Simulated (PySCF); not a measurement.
B(OAc)(OH)2, SMILES CC(=O)OB(O)O (C2H5BO4), B3LYP/def2-SVP optimised geometry.

```
12

B      0.13    -1.28     0.00
O     -0.64    -0.09     0.00
C     -0.10     1.14     0.01
C     -1.15     2.22     0.01
O      1.09     1.35     0.01
H     -0.67     3.21     0.01
H     -1.79     2.10     0.90
H     -1.80     2.10    -0.87
O     -0.62    -2.42     0.00
H     -0.06    -3.21     0.00
O      1.47    -1.28     0.00
H      1.80    -0.36     0.00
```

Density from B3LYP/def2-TZVP run with PySCF 2.14.0 at that geometry.

Minimum of the electron density along straight lines between bonded atoms, close to the bond critical point (lines longer than 1.1 times the sum of covalent radii, or with two minima, are not listed):

| bond | length / Å | ρ at the minimum / e bohr⁻³ | ∇²ρ there / e bohr⁻⁵ | position (fraction from the first atom) |
|---|---|---|---|---|
| B1–O2 | 1.417 | … | 0.67 | 0.33 |
| O2–C3 | 1.344 | 0.309 | -0.72 | 0.65 |
| C3–C4 | 1.504 | 0.265 | -0.72 | 0.53 |
| C3–O5 | 1.214 | … | … | 0.34 |
| C4–H6 | 1.096 | 0.278 | -0.96 | 0.65 |
| C4–H7 | 1.101 | 0.272 | -0.92 | 0.64 |
| C4–H8 | 1.101 | 0.272 | -0.92 | 0.64 |
| B1–O9 | 1.354 | 0.219 | 0.89 | 0.33 |
| O9–H10 | 0.966 | 0.354 | -2.40 | 0.80 |
| B1–O11 | 1.349 | 0.223 | 0.88 | 0.33 |
| O11–H12 | 0.979 | 0.338 | -2.30 | 0.81 |

Q: What belongs in the gaps?

A: 
- B1–O2, ρ at the minimum / e bohr⁻³: 0.182
- C3–O5, ρ at the minimum / e bohr⁻³: 0.424
- C3–O5, ∇²ρ there / e bohr⁻⁵: -0.37
